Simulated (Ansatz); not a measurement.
Reaction (ligand exchange at a B–C bond): `B[C](=C)[AlH][F]` + `[OH][GaH2]` → `B[O][GaH2]` + `C=[CH][AlH][F]`

Calculated with Ansatz (gas phase, PBE0-D4/def2-TZVP geometries, no zero-point term in ΔE). CCSD(T)/CBS adds triple-zeta CCSD(T) − MP2 to the extrapolated MP2 energy (def2 sets, frozen cores). Functionals use def2-TZVPP. HSE06 is defined as in plane-wave codes. For Ga outer-core shells are correlated without core-valence functions, which leaves a few kJ/mol of doubt a bond. Scalar relativity is left out up to krypton. One conformer a species, not always the lowest.

Q: Is it downhill or uphill in electronic energy at CCSD(T)/CBS, and by how much? (An estimate is asked.)

A: The calculation gave: Downhill: ΔE = -114.2 kJ/mol.

Q: What do these levels give: HSE06-D4, PBE, r2SCAN, PBE0, HSE06, CAM-B3LYP? (Estimate.)

A: Ansatz gave: HSE06-D4 -114.5, PBE -114.5, r2SCAN -118.6, PBE0 -115.9, HSE06 -115.9, CAM-B3LYP -127.0 kJ/mol.

Q: What do rigid-rotor, harmonic-oscillator terms from PBE0-D4/def2-TZVP frequencies (298.15 K, 1 bar) make of the CCSD(T)/CBS value? (An estimate is asked.)

A: The calculation gave: ΔZPE = +1.4 kJ/mol, ΔH = -112.7 kJ/mol, ΔS = 4 J/(mol·K), ΔG = -114.0 kJ/mol. Modes under 50 cm⁻¹ make the entropy rough.

Largest T1 diagnostic among the species: 0.016.

From BLYP to BHLYP (50 % exact exchange), in def2-TZVPP and without D4, ΔE moves by −3.0 kJ/mol. In def2-TZVPP, CCSD(T) changes the Hartree–Fock value by +12.3 kJ/mol (the triples alone add +2.3 kJ/mol) and MP2 by +15.0 kJ/mol. Leaving LDA and LC-ωPBE aside and taking each functional with its dispersion term where it has one, the values, not all of them listed here, spread over 15.7 kJ/mol, from CAM-B3LYP-D4 to revPBE-D4.
